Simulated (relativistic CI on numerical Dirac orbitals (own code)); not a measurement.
# Calculated levels, Sn XVII

Method of calculation: Dirac-Coulomb-Breit CI, separate exchange-only KLI orbitals for each configuration, a model potential for QED, unscaled Slater integrals (own radial code, finite nucleus).

Configuration list (outside the closed core [Ar] 3d10): 4s²4p⁴, 4s4p⁵, 4p⁶, 4s²4p³4d, 4s4p⁴4d, 4s²4p³4f, 4s4p⁴4f, 4p⁵4d, 4s4p³4d², 4s²4p²4d4f, 4s²4p³5s, 4p⁵4f, 4s²4p³5p, 4p⁵5s, 4s4p⁴5s, 4s4p³4d5s, 4s²4p³5d, 4p⁴4d4f, 4s4p⁴5p, 4s²4p²4f5s, 4s²4p³5f, 4s4p³4f², 4s²4p³6s, 4s²4p³5g, 4s4p⁴5d, 4s²4p³6p, 4s4p³5s², 4s²4p²4d², 4s²4p4d³, 4s4p²4d³, 4s²4p4d²4f, 4s4p²4d²4f, 4s²4p4d²5s, 4p⁴4d², 4p³4d³, 4p³4d²4f, 4p³4d²5s, 4s²4p²4d5s, 4s4p²4d²5s, 4s²4p4d4f5s, 4s4p²4d4f5s, 4s²4p4d5s², 4p⁴4d5s, 4p³4d4f5s, 4p³4d5s², 4s²4p²5s², 4s4p²4d5s², 4s²4p4f5s², 4s4p²4f5s². Double excitations out of closed p, d and f shells are left out; levels of such configurations are missing from the list, as are those of other unlisted configurations, and high levels can miss mixing partners. These lack a partner that the ground configuration has and come out too high: 4s²4p³5p, 4s²4p³5d, 4s4p⁴5p, 4s²4p³5f, 4s²4p³6s.

The lowest level is 4s²4p⁴ ³P2, with 78 % of that term; Hund's rules for 4s²4p⁴ give ³P with J = 2, in agreement.

```csv
No.,Configuration,Term,J,E (cm⁻¹),%,Next component (%),Lifetime (s),jj configuration (%)
1,4s²4p⁴,³P,2,0,78,20 ¹D,,4p3/2^2 (96)
2,4s²4p⁴,³P,0,33919,56,42 ¹S,7.58e-01,4p3/2^2 (92)
3,4s²4p⁴,³P,1,72511,98,1 4s4p⁴4d ³P,1.35e-04,4p1/2 4p3/2^3 (98)
4,4s²4p⁴,¹D,2,94051,78,20 ³P,1.82e-04,4p1/2 4p3/2^3 (95)
5,4s²4p⁴,¹S,0,186758,55,42 ³P,2.90e-05,4p3/2^4 (91)
6,4s4p⁵,³P°,2,412187,85,13 4s²4p³4d ³P°,9.35e-11,4s 4p3/2^3 (85)
7,4s4p⁵,³P°,1,445474,68,14 ¹P°,5.96e-11,4s 4p3/2^3 (61)
8,4s4p⁵,³P°,0,488366,82,15 4s²4p³4d ³P°,8.26e-11,4s 4p1/2 4p3/2^4 (82)
9,4s4p⁵,¹P°,1,537472,52,25 4s²4p³4d ¹P°,3.75e-11,4s 4p1/2 4p3/2^4 (56)
10,4s²4p³4d,⁵D°,2,552800,37,26 ³F°,7.02e-10,4p3/2 4d3/2 (83)
11,4s²4p³4d,⁵D°,3,556064,51,20 ³F°,1.04e-09,4p3/2 4d3/2 (56)
12,4s²4p³4d,⁵D°,0,556614,66,24 ³P°,4.89e-10,4p3/2 4d3/2 (75)
13,4s²4p³4d,⁵D°,1,562387,76,12 ³P°,1.06e-10,4p3/2 4d3/2 (51)
14,4s²4p³4d,⁵D°,4,567725,65,25 ³F°,2.62e-03,4p3/2 4d5/2 (76)
15,4s²4p³4d,⁵D°,2,581027,41,27 ³D°,1.16e-10,4p3/2 4d5/2 (63)
16,4s²4p³4d,³G°,3,609462,31,28 ⁵D°,1.41e-10,4p1/2 4p3/2^2 4d5/2 (28)
17,4s²4p³4d,³D°,1,615451,83,10 ³P°,3.10e-10,4p1/2 4p3/2^2 4d3/2 (51)
18,4s²4p³4d,³F°,2,617671,49,39 ³D°,4.12e-10,4p1/2 4p3/2^2 4d3/2 (85)
19,4s²4p³4d,¹S°,0,619123,67,19 ⁵D°,4.26e-09,4p1/2 4p3/2^2 4d3/2 (59)
20,4s²4p³4d,³F°,3,626459,74,13 ³D°,2.84e-10,4p1/2 4p3/2^2 4d3/2 (66)
21,4s²4p³4d,³D°,3,632349,50,31 ³G°,2.60e-10,4p1/2 4p3/2^2 4d5/2 (63)
22,4s²4p³4d,³G°,4,638473,55,21 ⁵D°,2.35e-04,4p1/2 4p3/2^2 4d5/2 (64)
23,4s²4p³4d,³F°,4,647864,80,14 ¹G°,4.80e-04,4p1/2 4p3/2^2 4d5/2 (62)
24,4s²4p³4d,³D°,1,648625,82,6 ³P°,3.78e-11,4p3/2 4d5/2 (41)
25,4s²4p³4d,¹G°,4,659085,60,22 ³G°,7.47e-04,4p1/2 4p3/2^2 4d3/2 (50)
26,4s²4p³4d,³G°,5,663579,98,1 4s4p³4d² ³G°,8.21e-04,4p1/2 4p3/2^2 4d5/2 (98)
27,4s²4p³4d,³F°,2,671687,38,37 ¹D°,9.91e-11,4p1/2 4p3/2^2 4d3/2 (76)
28,4s²4p³4d,³P°,1,682964,48,14 ³D°,1.63e-11,4p1/2 4p3/2^2 4d5/2 (43)
29,4s²4p³4d,³P°,0,686620,64,23 ¹S°,6.09e-11,4p1/2 4p3/2^2 4d5/2 (53)
30,4s²4p³4d,³D°,2,697427,61,19 ³P°,2.53e-10,4p1/2 4p3/2^2 4d5/2 (88)
31,4s²4p³4d,³F°,2,707275,52,24 ³P°,1.38e-11,4p1/2 4p3/2^2 4d5/2 (44)
32,4s²4p³4d,³F°,3,708141,62,20 ³D°,7.93e-11,4p1/2 4p3/2^2 4d5/2 (73)
33,4s²4p³4d,³D°,3,717163,45,31 ¹F°,2.45e-11,4p1/2 4p3/2^2 4d5/2 (61)
34,4s²4p³4d,³P°,2,727746,54,20 ³D°,3.52e-12,4p1/2 4p3/2^2 4d3/2 (39)
35,4s²4p³4d,³P°,1,730303,43,28 ¹P°,3.31e-12,4p1/2 4p3/2^2 4d3/2 (64)
36,4s²4p³4d,³S°,1,743752,66,18 ¹P°,3.81e-12,4p1/2 4p3/2^2 4d5/2 (58)
37,4s²4p³4d,³F°,4,747675,59,16 ¹G°,4.71e-05,4p3/2^3 4d5/2 (90)
38,4s²4p³4d,³D°,3,749623,64,20 ¹F°,2.51e-12,4p1/2 4p3/2^2 4d3/2 (50)
39,4s²4p³4d,³P°,2,757416,54,22 ¹D°,2.37e-11,4p3/2^3 4d5/2 (77)
40,4s²4p³4d,¹P°,1,774280,36,31 ³P°,2.95e-12,4p1/2 4p3/2^2 4d3/2 (49)
41,4s²4p³4d,³D°,2,778849,43,40 ¹D°,2.88e-12,4p1/2 4p3/2^2 4d5/2 (67)
42,4s²4p³4d,¹F°,3,784251,45,40 ³D°,7.42e-11,4p3/2^3 4d5/2 (83)
43,4s²4p³4d,³P°,0,790932,81,12 4s4p⁵ ³P°,2.66e-12,4p3/2^3 4d3/2 (64)
44,4s²4p³4d,³D°,1,800690,47,20 ³P°,2.58e-12,4p3/2^3 4d3/2 (48)
45,4s²4p³4d,¹D°,2,824743,46,45 ³D°,2.83e-12,4p3/2^3 4d3/2 (63)
46,4s²4p³4d,¹F°,3,838758,75,17 ³D°,2.15e-12,4p3/2^3 4d3/2 (49)
47,4s²4p³4d,¹P°,1,886535,59,28 ³D°,2.73e-12,4p3/2^3 4d5/2 (71)
48,4p⁶,¹S,0,892675,64,30 4s4p⁴4d ¹S,3.56e-11,closed (64)
49,4s4p⁴4d,⁵D,3,936217,72,8 ⁵F,2.05e-10,4s 4p3/2^2 4d3/2 (54)
50,4s4p⁴4d,⁵D,2,937809,68,11 ⁵P,1.86e-10,4s 4p3/2^2 4d3/2 (71)
51,4s4p⁴4d,⁵D,4,941545,72,16 ⁵F,2.25e-10,4s 4p3/2^2 4d5/2 (57)
52,4s4p⁴4d,⁵D,1,944928,63,14 ⁵P,1.62e-10,4s 4p3/2^2 4d3/2 (65)
53,4s4p⁴4d,⁵D,0,956384,73,19 ³P,1.55e-10,4s 4p1/2 4p3/2^3 4d3/2 (37)
54,4s4p⁴4d,⁵F,5,969446,83,10 ³G,1.34e-10,4s 4p3/2^2 4d5/2 (87)
55,4s4p⁴4d,⁵F,4,984937,44,25 ³F,1.21e-10,4s 4p3/2^2 4d3/2 (52)
56,4s4p⁴4d,⁵P,1,991276,62,14 ⁵D,6.52e-11,4s 4p3/2^2 4d3/2 (49)
57,4s4p⁴4d,⁵F,3,999631,64,9 ³G,7.91e-11,4s 4p3/2^2 4d3/2 (35)
58,4s4p⁴4d,⁵P,2,1003051,57,12 ³P,8.10e-11,4s 4p3/2^2 4d3/2 (33)
59,4s4p⁴4d,⁵F,2,1004631,74,11 ³D,8.72e-11,4s 4p3/2^2 4d3/2 (39)
60,4s4p⁴4d,⁵F,1,1005355,73,17 ³D,8.47e-11,4s 4p3/2^2 4d3/2 (50)
61,4s4p⁴4d,³P,0,1013188,70,19 ⁵D,1.06e-10,4s 4p1/2 4p3/2^3 4d3/2 (55)
62,4s4p⁴4d,³P,1,1016716,67,9 ⁵P,6.04e-11,4s 4p3/2^2 4d5/2 (55)
63,4s4p⁴4d,³F,4,1025844,51,21 ⁵F,1.53e-10,4s 4p3/2^2 4d5/2 (40)
64,4s4p⁴4d,⁵P,3,1027173,62,16 ³D,8.15e-11,4s 4p3/2^2 4d5/2 (58)
65,4s4p⁴4d,³D,1,1033289,68,12 ⁵D,5.51e-11,4s 4p1/2 4p3/2^3 4d3/2 (27)
66,4s4p⁴4d,³F,3,1034567,34,17 ³G,6.41e-11,4s 4p3/2^2 4d5/2 (50)
67,4s4p⁴4d,³D,2,1037221,34,30 ³P,5.36e-11,4s 4p3/2^2 4d5/2 (32)
68,4s4p⁴4d,³G,3,1053553,39,23 ³D,3.88e-11,4s 4p3/2^2 4d3/2 (39)
69,4s4p⁴4d,³D,2,1057425,35,17 ³P,7.02e-11,4s 4p1/2 4p3/2^3 4d5/2 (51)
70,4s4p⁴4d,³G,4,1067823,66,10 ⁵F,5.88e-11,4s 4p1/2 4p3/2^3 4d5/2 (34)
```

Energies count from the lowest computed level; ° marks odd parity; lifetimes are radiative, by E1, M1, E2, M2, E3 decay to levels of this space only. Filled j subshells are mostly left out of the jj labels.

The mean weight of the leading LS term, summed over parents, in these 70 levels is 61 %, and that of the leading jj configuration (from the same eigenvectors) 61 %.

At this charge energies of transitions that change n are usually good to better than 1 %, and those within a shell (Δn = 0) to a few per cent.

LS names give the leading component of a level, which can be under half, so a name can repeat, a term be missing and a line seem to break the LS rules.
